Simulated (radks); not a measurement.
Values are calculated unless marked as measured or tabulated.
Valence configurations of Lu (all share [Xe]). Code: a radial shooting solver on a logarithmic mesh with Libxc functionals. Model: non-relativistic Kohn-Sham, LDA (Slater exchange, Perdew-Wang correlation), spin-unpolarised, spherical densities, point nucleus; relativity is left out, which matters for an element this heavy. Energies are relative to 4f14 5d1 6s2; eigenvalues in eV.

4f14 5d1 6s2: E (eV) 0.000; e(4f) -15.454; e(5d) -2.821; e(6s) -4.223
4f14 5d1 6s1.5 6p0.5: E (eV) 1.368; e(4f) -16.072; e(5d) -3.320; e(6p) -1.808; e(6s) -4.578
4f14 5d2 6s1: E (eV) 1.677; e(4f) -13.690; e(5d) -1.838; e(6s) -3.746
4f14 6s2 6p1: E (eV) 2.054; e(4f) -19.158; e(6p) -2.388; e(6s) -5.549
4f14 5d1 6s1 6p1: E (eV) 2.772; e(4f) -16.665; e(5d) -3.796; e(6p) -2.063; e(6s) -4.907
4f14 6s1 6p2: E (eV) 5.288; e(4f) -20.324; e(6p) -2.829; e(6s) -6.134
4f13.5 5d1 6s2 6p0.5: E (eV) 8.272; e(4f) -21.238; e(5d) -4.676; e(6p) -2.013; e(6s) -5.050
4f13 5d2 6s2: E (eV) 15.991; e(4f) -23.447; e(5d) -4.003; e(6s) -4.479
4f13 5d1 6s2 6p1: E (eV) 19.287; e(4f) -27.378; e(5d) -6.706; e(6p) -2.488; e(6s) -5.868
4f12 5d1 6s2 6p2: E (eV) 50.193; e(4f) -40.498; e(5d) -11.090; e(6p) -3.398; e(6s) -7.444

NIST lists [Xe] 4f14 5d1 6s2 as the ground configuration; this level of theory agrees among the configurations tried. The energies are those of spherical spin-averaged densities, not of single terms. Relativity is left out, which favours d and f over s occupation in heavy atoms.
